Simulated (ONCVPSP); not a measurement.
Tb: ONCV pseudisation with LDA (Perdew-Zunger), scalar-relativistic reference atom.

Input for ONCVPSP 4.0.1:

```
# ATOM AND REFERENCE CONFIGURATION
# atsym  z   nc   nv     iexc    psfile
  Tb 65.00   10    4        3      upf
#
#   n    l    f
    1    0    2.00
    2    0    2.00
    2    1    6.00
    3    0    2.00
    3    1    6.00
    3    2   10.00
    4    0    2.00
    4    1    6.00
    4    2   10.00
    4    3    8.00
    5    0    2.00
    5    1    6.00
    5    2    1.00
    6    0    2.00
#
# PSEUDOPOTENTIAL AND OPTIMIZATION
# lmax
    3
#
#   l,   rc,      ep,       ncon, nbas, qcut
    0    1.70    0.00    3    6    6.30
    1    1.85    0.00    3    7    7.30
    2    3.50    0.00    4    9    3.60
    3    3.55    0.17    3    6    3.60
#
# LOCAL POTENTIAL
# lloc, lpopt,  rc(5),   dvloc0
    4    4    1.45    0.00
#
# VANDERBILT-KLEINMAN-BYLANDER PROJECTORs
# l, nproj, debl
    0    2    3.00
    1    2    1.60
    2    2    1.80
    3    2    3.50
#
# MODEL CORE CHARGE
# icmod, fcfact, rcfact
    3    2.00    1.55
#
# LOG DERIVATIVE ANALYSIS
# epsh1, epsh2, depsh
   -3.00    5.00    0.02
#
# OUTPUT GRID
# rlmax, drl
    6.00    0.01
#
# TEST CONFIGURATIONS
# ncnf
    4
# nvcnf
#   n    l    f
    4
    5    0    2.00
    5    1    6.00
    5    2    1.00
    6    0    1.00
#
    4
    5    0    2.00
    5    1    6.00
    5    2    1.00
    6    0    0.00
#
    4
    5    0    2.00
    5    1    6.00
    5    2    0.00
    6    0    0.00
#
    4
    5    0    2.00
    5    1    6.00
    5    2    1.00
    6    0    1.50
#
```

Command:

```bash
oncvpsp.x < Tb.dat > Tb.out
```

Output (shortened: citation, most of the input echo, consistency checks and plot data are left out):

```
ONCVPSP  (Optimized Norm-Conservinng Vanderbilt PSeudopotential)
scalar-relativistic version 4.0.1

#   n    l    f        energy (Ha)
    1    0    2.00    -1.9043603E+03
    2    0    2.00    -3.1593766E+02
    2    1    6.00    -2.8087913E+02
    3    0    2.00    -7.0280364E+01
    3    1    6.00    -5.9469631E+01
    3    2   10.00    -4.5353441E+01
    4    0    2.00    -1.4112071E+01
    4    1    6.00    -1.0545778E+01
    4    2   10.00    -5.6493839E+00
    4    3    8.00    -3.3697805E-01
    5    0    2.00    -1.8888788E+00
    5    1    6.00    -1.0285583E+00
    5    2    1.00    -9.5072673E-02
    6    0    2.00    -1.5962366E-01

Reference configufation results
  iterations    31
  all-electron total energy (Ha)   -1.17010668D+04

Begin loop to  construct optimized pseudo wave functions
and semi-local pseudopoentials for all angular momenta

Calculating optimized projector #   1

 for l=   0

    Fraction of norm inside rc  0.832711
    Optimizing pswf for qcut=   6.30 a_B^-1,  ecut=  19.84 Ha
    Residual kinetic energy error=  2.67D-05 Ha

    Energy error per electron        Cutoff
         Ha          eV             Ha
         0.01000     0.27211       12.22
         0.00100     0.02721       15.58
         0.00010     0.00272       18.14
         0.00001     0.00027       35.03

Calculating optimized projector #   2

 for l=   0

    Fraction of norm inside rc  0.040697
    Optimizing pswf for qcut=   6.30 a_B^-1,  ecut=  19.84 Ha
    Residual kinetic energy error=  8.37D-06 Ha

    Energy error per electron        Cutoff
         Ha          eV             Ha
         0.01000     0.27211        9.18
         0.00100     0.02721       13.66
         0.00010     0.00272       16.92
         0.00001     0.00027       19.99

   Wellstate for l =  1  n =  6
     eigenvalue =   0.5714
     asymptotic potential =   1.0714
     half-point radius =  3.1304

Calculating optimized projector #   1

 for l=   1

    Fraction of norm inside rc  0.757019
    Optimizing pswf for qcut=   7.30 a_B^-1,  ecut=  26.67 Ha
    Residual kinetic energy error=  7.55D-07 Ha

    Energy error per electron        Cutoff
         Ha          eV             Ha
         0.01000     0.27211       11.27
         0.00100     0.02721       16.98
         0.00010     0.00272       20.78
         0.00001     0.00027       23.50

Calculating optimized projector #   2

 for l=   1

    Fraction of norm inside rc  0.139645
    Optimizing pswf for qcut=   7.30 a_B^-1,  ecut=  26.67 Ha
    Residual kinetic energy error=  1.11D-06 Ha

    Energy error per electron        Cutoff
         Ha          eV             Ha
         0.01000     0.27211       10.41
         0.00100     0.02721       17.39
         0.00010     0.00272       21.51
         0.00001     0.00027       24.28

   Wellstate for l =  2  n =  8
     eigenvalue =   1.7049
     asymptotic potential =   2.2049
     half-point radius =  6.2157

Calculating optimized projector #   1

 for l=   2

    Fraction of norm inside rc  0.750855
    Optimizing pswf for qcut=   3.60 a_B^-1,  ecut=   6.48 Ha
    Residual kinetic energy error=  5.80D-05 Ha

    Energy error per electron        Cutoff
         Ha          eV             Ha
         0.01000     0.27211        4.10
         0.00100     0.02721        5.20
         0.00010     0.00272        6.41
         0.00001     0.00027       18.80

Calculating optimized projector #   2

 for l=   2

    Fraction of norm inside rc  0.239180
    Optimizing pswf for qcut=   3.60 a_B^-1,  ecut=   6.48 Ha
    Residual kinetic energy error=  3.57D-03 Ha

    Energy error per electron        Cutoff
         Ha          eV             Ha
         0.01000     0.27211        5.74
         0.00100     0.02721        9.86
         0.00010     0.00272       29.45
         0.00001     0.00027       34.84

   Wellstate for l =  3  n =  5
     eigenvalue =   0.1700
     asymptotic potential =   0.6700
     half-point radius = 11.3678

   Wellstate for l =  3  n =  9
     eigenvalue =   3.6700
     asymptotic potential =   4.1700
     half-point radius =  5.8642

Calculating optimized projector #   1

 for l=   3

    Fraction of norm inside rc  0.047674
    Optimizing pswf for qcut=   3.61 a_B^-1,  ecut=   6.50 Ha
    Residual kinetic energy error=  8.67D-07 Ha

    Energy error per electron        Cutoff
         Ha          eV             Ha
         0.01000     0.27211        0.82
         0.00100     0.02721        2.17
         0.00010     0.00272        3.96
         0.00001     0.00027        5.25

Calculating optimized projector #   2

 for l=   3

    Fraction of norm inside rc  0.215558
    Optimizing pswf for qcut=   3.61 a_B^-1,  ecut=   6.50 Ha
    Residual kinetic energy error=  2.61D-02 Ha

    Energy error per electron        Cutoff
         Ha          eV             Ha
         0.01000     0.27211        7.64
         0.00100     0.02721       17.05
         0.00010     0.00272       31.14
         0.00001     0.00027       66.66

Construct Vanderbilt / Kleinmman-Bylander projectors

B matrix Hermiticity error, ll=   0
   1   2    1.5805E-04

  Orthonormal projector coefficients  8.0409E+00  9.8326E-01

B matrix Hermiticity error, ll=   1
   1   2    2.1706E-04

  Orthonormal projector coefficients  5.2041E+00  8.5289E-01

B matrix Hermiticity error, ll=   2
   1   2    6.8130E-05

  Orthonormal projector coefficients  3.2818E+00 -5.8424E-01

B matrix Hermiticity error, ll=   3
   1   2   -1.9149E-05

  Orthonormal projector coefficients  2.1894E+01  2.3165E-01

Model core correction analysis
  based on d2Exc/dn_idn_j

d2excae - all-electron derivatives

   -2.369157D-02   -2.108057D-02   -8.214480D-03   -1.853515D-03
   -2.108046D-02   -2.129172D-02   -1.137752D-02   -3.283438D-03
   -8.214011D-03   -1.137690D-02   -1.638179D-02   -1.486750D-02
   -1.853468D-03   -3.283127D-03   -1.486351D-02   -2.268857D-02

d2excps - pseudofunction derivatives with no core correction

   -4.018734D-02   -3.227254D-02   -9.265723D-03   -3.121625D-03
   -3.227350D-02   -2.947270D-02   -1.287606D-02   -4.157475D-03
   -9.265242D-03   -1.287525D-02   -1.916297D-02   -1.584745D-02
   -3.121845D-03   -4.157201D-03   -1.584359D-02   -2.316216D-02

rms 2nd derivative error    6.179144E-03

rmatch, rhocmatch    1.1175    5.2716

Teter function model core charge with specified parameters

d2excps - pseudofunction derivatives with core correction

   -2.932062D-02   -2.481905D-02   -8.001300D-03   -2.358619D-03
   -2.481903D-02   -2.386071D-02   -1.163942D-02   -3.679070D-03
   -8.001607D-03   -1.163960D-02   -1.864236D-02   -1.575786D-02
   -2.358592D-03   -3.678737D-03   -1.575398D-02   -2.308668D-02

rms 2nd derivative error    2.152686E-03

Pseudoatom total energy  -37.845118

Diagnostic tests using Vanderbilt-Kleinman-Bylander pseudopotentials
  1 or more projectors used as specified by nproj input data

   l    rcore       rmatch      e in        delta e   norm test  slope test

   0   1.7088383   1.7607223  -1.8888788   0.0000217   1.0001482   1.0001690
   0   1.7088383   1.7607223  -0.1596237   0.0000028   1.0000437   1.0000454

   1   1.8581155   1.9145319  -1.0285583   0.0000008   1.0001053   1.0001230
   1   1.8581155   1.9145319   0.5714417   0.0000079   1.0002948   1.0002948

   2   3.5031494   3.6095126  -0.0950727  -0.0000003   1.0000148   1.0000151
   2   3.5031494   3.6095126   1.7049273   0.0000005   1.0000441   1.0000441

   3   3.5665852   3.6748744   0.1700000  -0.0000198   0.9998356   0.9998356
   3   3.5665852   3.6748744   3.6700000   0.0003923   0.9996844   0.9996844

 Testing for bound ghosts
   n   l    E NL Schr. Eq   E Basis Diag.   E Cutoff

   1   0       -1.888857       -1.888865     43.65
   2   0       -0.159621       -0.055467     43.65

   2   1       -1.028558       -1.028498     64.52

   3   2       -0.095073       -0.094831     36.13

 Testing for highly-localized positive-energy ghosts
       l    <radius>/rc     E Basis Diag.   E Cutoff

       0        0.932381        7.730559     43.65  WARNING - GHOST(+)

       3        0.507908       27.045076     16.67  WARNING - GHOST(+)

Test configuration 0

   n   l     f        eae           eps        diff
   1   0  2.0000-1904.36029382
   2   0  2.0000 -315.93765729
   2   1  6.0000 -280.87912985
   3   0  2.0000  -70.28036360
   3   1  6.0000  -59.46963122
   3   2 10.0000  -45.35344112
   4   0  2.0000  -14.11207137
   4   1  6.0000  -10.54577766
   4   2 10.0000   -5.64938388
   4   3  8.0000   -0.33697805
   5   0  2.0000   -1.88887885   -1.88885718    2.17D-05
   5   1  6.0000   -1.02855833   -1.02855758    7.53D-07
   5   2  1.0000   -0.09507267   -0.09507301   -3.35D-07
   6   0  2.0000   -0.15962366   -0.15962086    2.80D-06

    Total energies and differences
      AE_ref= -1.17010668D+04  AE_tst= -1.17010668D+04  dif=  0.00D+00
      PS_ref= -3.78451176D+01  PS_tst= -3.78451176D+01  dif=  2.13D-14
      PSP excitation error= -2.13D-14

Test configuration 1

   n   l     f        eae           eps        diff
   1   0  2.0000-1904.60025397
   2   0  2.0000 -316.17645861
   2   1  6.0000 -281.11800614
   3   0  2.0000  -70.51877618
   3   1  6.0000  -59.70805226
   3   2 10.0000  -45.59185409
   4   0  2.0000  -14.35061480
   4   1  6.0000  -10.78435563
   4   2 10.0000   -5.88797508
   4   3  8.0000   -0.57540927
   5   0  2.0000   -2.12749941   -2.13023517   -2.74D-03
   5   1  6.0000   -1.26653333   -1.26861171   -2.08D-03
   5   2  1.0000   -0.31570315   -0.31602135   -3.18D-04
   6   0  1.0000   -0.35577551   -0.35579661   -2.11D-05

    Total energies and differences
      AE_ref= -1.17010668D+04  AE_tst= -1.17008112D+04  dif=  2.56D-01
      PS_ref= -3.78451176D+01  PS_tst= -3.75894876D+01  dif=  2.56D-01
      PSP excitation error= -7.17D-05

Test configuration 2

   n   l     f        eae           eps        diff
   1   0  2.0000-1904.88040158
   2   0  2.0000 -316.45482831
   2   1  6.0000 -281.39650144
   3   0  2.0000  -70.79621189
   3   1  6.0000  -59.98550555
   3   2 10.0000  -45.86934441
   4   0  2.0000  -14.62827814
   4   1  6.0000  -11.06209826
   4   2 10.0000   -6.16577913
   4   3  8.0000   -0.85281299
   5   0  2.0000   -2.40505169   -2.41230937   -7.26D-03
   5   1  6.0000   -1.54215477   -1.54766022   -5.51D-03
   5   2  1.0000   -0.56662596   -0.56711903   -4.93D-04

    Total energies and differences
      AE_ref= -1.17010668D+04  AE_tst= -1.17003502D+04  dif=  7.17D-01
      PS_ref= -3.78451176D+01  PS_tst= -3.71283956D+01  dif=  7.17D-01
      PSP excitation error= -1.85D-04

Test configuration 3

psatom: WARNING lschvkbb convergence error n,l,iter=   3   2   4
ea(ii),et,emin,emax -1.031000E-01 -1.134100E-01 -1.134100E-01 -1.134100E-01
run_config: WARNING for fully non-local PS atom, stg. 1
 WARNING no output for configuration 4

Test configuration 4

   n   l     f        eae           eps        diff
   1   0  2.0000-1904.47442154
   2   0  2.0000 -316.05127348
   2   1  6.0000 -280.99277755
   3   0  2.0000  -70.39385412
   3   1  6.0000  -59.58312483
   3   2 10.0000  -45.46692449
   4   0  2.0000  -14.22561581
   4   1  6.0000  -10.65933375
   4   2 10.0000   -5.76294028
   4   3  8.0000   -0.45048302
   5   0  2.0000   -2.00248397   -2.00363119   -1.15D-03
   5   1  6.0000   -1.14198890   -1.14286572   -8.77D-04
   5   2  1.0000   -0.20067565   -0.20082703   -1.51D-04
   6   0  1.5000   -0.25459226   -0.25458864    3.62D-06

    Total energies and differences
      AE_ref= -1.17010668D+04  AE_tst= -1.17009636D+04  dif=  1.03D-01
      PS_ref= -3.78451176D+01  PS_tst= -3.77418661D+01  dif=  1.03D-01
      PSP excitation error= -2.68D-05
```

The run took about 13 s on one core of a shared server CPU.
